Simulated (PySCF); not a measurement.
All of these have the formula C4H8OSi. Method used: TDDFT PBE0/def2-SVPD, vertical, gas phase, core orbitals frozen in the response (PySCF). Geometries: GFN2-xTB; one conformer of each isolated species. Triplets are in the Tamm–Dancoff approximation.

A. `C=C/C=C\O[SiH3]`
B. `CC#C[SiH2]OC`
C. `C=COC(=C)[SiH3]`

Lowest singlet levels (six at most, fewer where fewer were computed) with oscillator strengths:

1. 214 nm (f 0.000); 200 nm (f 0.010); 192 nm (f 0.001); 186 nm (f 0.002); 174 nm (f 0.002); 171 nm (f 0.023); T1 4.93 eV
2. 220 nm (f 0.230); 199 nm (f 0.026); 194 nm (f 0.055); 188 nm (f 0.021); 178 nm (f 0.009); 177 nm (f 0.009); T1 3.89 eV
3. 240 nm (f 0.000); 231 nm (f 0.725); 200 nm (f 0.004); 195 nm (f 0.002); 192 nm (f 0.003); 183 nm (f 0.018); T1 3.02 eV

Question: Match each spectrum to its molecule.

Answer: 1 = B, 2 = C, 3 = A.
- A: S1 at 5.17 eV, HOMO→LUMO+1 (98%); Löwdin shares by element: HOMO carbon 63% or more, oxygen 13% (atoms not listed hold the other 24%); LUMO carbon 76% (atoms not listed hold the other 24%); HOMO -6.22 and LUMO -0.63 eV; point group Cs, 1 of its 6 listed states under f = 0.0005.
- B: S1 at 5.79 eV, HOMO→LUMO (91%); Löwdin shares by element: HOMO carbon 77% or more, silicon 7% (atoms not listed hold the other 16%); LUMO carbon 38% or more, silicon 26%, oxygen 7% (atoms not listed hold the other 29%); HOMO -7.71 and LUMO -0.17 eV.
- C: S1 at 5.63 eV, HOMO→LUMO (96%); Löwdin shares by element: HOMO carbon 55% or more, oxygen 23% (atoms not listed hold the other 22%); LUMO carbon 69% (atoms not listed hold the other 31%); HOMO -6.74 and LUMO -0.36 eV.
